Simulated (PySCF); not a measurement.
difluoro(1-fluoroethenyl)borane (C2H2BF3), SMILES C=C(F)B(F)F.

Geometry: B3LYP-D3(BJ)/def2-SVP. Other conformers were not sampled.

Computed with TDDFT-M06-2X/def2-SVPD in PySCF 2.14.0.

Vertical excitations. Isolated molecule, no solvent. State labels are in the subgroup Cs.

Estimate the UV-visible absorptions. (An estimate is asked for; the answer gives what the named calculation found.)


| state | symmetry | energy (eV) | λ (nm) | f | main pairs |
|---|---|---|---|---|---|
| S1 | A' | 6.43 | 193 | 0.295 | HOMO→LUMO 99 % |
| S2 | A" | 7.09 | 175 | 0.001 | HOMO−1→LUMO 97 % |
| S3 | A" | 7.58 | 164 | 0.041 | HOMO→LUMO+1 88 % |
| S4 | A" | 8.42 | 147 | 0.005 | HOMO→LUMO+2 73 % |
| S5 | A" | 8.59 | 144 | 0.000 | HOMO−2→LUMO 90 % |
| S6 | A" | 8.84 | 140 | 0.003 | HOMO→LUMO+3 55 %, HOMO→LUMO+2 19 %, HOMO→LUMO+1 9 % |
| S7 | A" | 9.45 | 131 | 0.003 | HOMO→LUMO+7 38 %, HOMO→LUMO+6 31 %, HOMO→LUMO+3 19 % |
| S8 | A' | 9.58 | 129 | 0.072 | HOMO→LUMO+4 88 % |
| S9 | A" | 9.82 | 126 | 0.000 | HOMO−3→LUMO 87 % |
| S10 | A' | 9.90 | 125 | 0.013 | HOMO−1→LUMO+1 81 % |
| T1 | A' | 4.01 | 309 | 0 | HOMO→LUMO 95 % |
| T2 | A" | 6.56 | 189 | 0 | HOMO−1→LUMO 97 % |
| T3 | A" | 7.52 | 165 | 0 | HOMO→LUMO+1 82 % |
| T4 | A" | 8.32 | 149 | 0 | HOMO−2→LUMO 40 %, HOMO→LUMO+2 29 %, HOMO→LUMO+3 10 %, HOMO→LUMO+7 7 % |
Triplets are in the Tamm–Dancoff approximation, which puts them higher than full response would, so one can lie above its singlet here.
